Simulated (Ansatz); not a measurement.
Kohn–Sham single points on AlBFGaH₇NSi, SMILES `B[N]([SiH3])[Al]([F])[GaH2]`.

```yaml
crystal:
  periodic: [false, false, false]
  atoms:
    - {symbol: B, position_ang: [0.099265, -2.164904, -0.897597]}
    - {symbol: N, position_ang: [-0.019515, -0.846266, -0.395838]}
    - {symbol: Si, position_ang: [1.141154, -0.274981, 0.758212]}
    - {symbol: Al, position_ang: [-1.316072, 0.353165, -0.858109]}
    - {symbol: F, position_ang: [-2.454570, -0.121153, -1.951305]}
    - {symbol: Ga, position_ang: [-0.832350, 2.415481, 0.443812]}
    - {symbol: H, position_ang: [0.998076, -2.874113, -0.521950]}
    - {symbol: H, position_ang: [-0.693478, -2.577034, -1.696042]}
    - {symbol: H, position_ang: [0.756774, 1.155886, 1.112430]}
    - {symbol: H, position_ang: [2.518400, -0.195169, 0.217431]}
    - {symbol: H, position_ang: [1.116562, -1.022976, 2.037032]}
    - {symbol: H, position_ang: [0.121983, 3.526580, -0.128460]}
    - {symbol: H, position_ang: [-1.436230, 2.625483, 1.880393]}
basis:
  gaussian: {orbitals: def2-TZVPP}
hamiltonian: {xc: {name: B2PLYP}}
```

```sh
$ ansatz run in.yaml --threads 2 --pin off --events-out ev --progress --plain --max-ram 32768MiB --backend cuda --devices 0, --max-vram 18GiB
```

It prints (some lines left out):

```
Functional definition: B2PLYP
1941 factors; integrals over basis functions are off by at most 1.0e-3 eV
mean field evaluation 1: about -71819.8969 eV, gradient 6.5e1 eV
mean field evaluation 2: about -71820.0087 eV, gradient 6.5e1 eV
mean field evaluation 4: about -71827.5134 eV, gradient 4.8e0 eV
mean field evaluation 8: about -71827.5877 eV, gradient 4.8e-1 eV
mean field evaluation 16: about -71827.5883 eV, gradient 2.1e-4 eV
mean field -71827.58825678 eV, -2639.6151819488 hartree, gradient 4.5e-6 eV, S^2 0.000000; 0 other end points of the search recorded, 0 dependent functions left out
22 core orbitals not correlated: weight in the atoms' cores, before any rotation towards them, 1.000 or more for the frozen orbitals, at most 0.000 for the correlated occupied ones
reference -71827.58847906 eV, -2639.6151901175 hartree; 21, 21 occupied and 280, 280 virtual orbitals, 1941 factors
second order -32.92415276 eV of doubles, -0.00000000 eV of singles
Total energy: -71836.47800031 eV, -2639.9418739978 hartree
```

It took 14 s on 2 threads of an AMD EPYC 7R13 on a shared host and a share of an NVIDIA H100 80 GB, with 1.4 GiB of host memory at the peak.

Changing it to `hamiltonian: {xc: {name: PBE-QIDH}}` (abridged; 11 s):

```
Functional definition: PBE-QIDH
mean field evaluation 16: about -71812.7794 eV, gradient 2.5e-4 eV
mean field -71812.77937684 eV, -2639.0709656488 hartree, gradient 1.3e-6 eV, S^2 0.000000
22 core orbitals not correlated: weight in the atoms' cores, before any rotation towards them, 1.000 or more for the frozen orbitals, at most 0.000 for the correlated occupied ones
second order -30.50391616 eV of doubles, -0.00000000 eV of singles
Total energy: -71822.94736711 eV, -2639.4446323992 hartree
```

Changing it to `hamiltonian: {xc: {name: wB97X-V}}` (abridged; 13 s):

```
Functional definition: wB97X-V
mean field evaluation 16: about -71847.5593 eV, gradient 1.7e-4 eV
mean field -71847.55933000 eV, -2640.3491053525 hartree, gradient 2.1e-5 eV, S^2 0.000000
Total energy: -71847.55932704 eV, -2640.3491052438 hartree
```

The same input with `hamiltonian: {xc: {name: BHLYP}, dispersion: d4}` (abridged; 7 s):

```
Functional definition: BHLYP
mean field evaluation 16: about -71853.4723 eV, gradient 6.0e-5 eV
mean field -71853.47230056 eV, -2640.5664030129 hartree, gradient 6.0e-5 eV, S^2 0.000000
Total energy: -71853.99664474 eV, -2640.5856723060 hartree
```

With the line `hamiltonian: {xc: {name: LC-wPBE}}` (abridged; 5.5 s):

```
Functional definition: LC-wPBE
mean field evaluation 16: about -71841.5801 eV, gradient 1.6e-4 eV
mean field -71841.58005079 eV, -2640.1293708944 hartree, gradient 6.3e-5 eV, S^2 0.000000
Total energy: -71841.58005080 eV, -2640.1293708948 hartree
```

With the line `hamiltonian: {xc: {name: revPBE}, dispersion: d4}` (abridged; 6.5 s):

```
Functional definition: revPBE
mean field evaluation 16: about -71847.2883 eV, gradient 5.6e-4 eV
mean field -71847.28826705 eV, -2640.3391439731 hartree, gradient 3.7e-5 eV, S^2 0.000000
Total energy: -71848.22994610 eV, -2640.3737500398 hartree
```
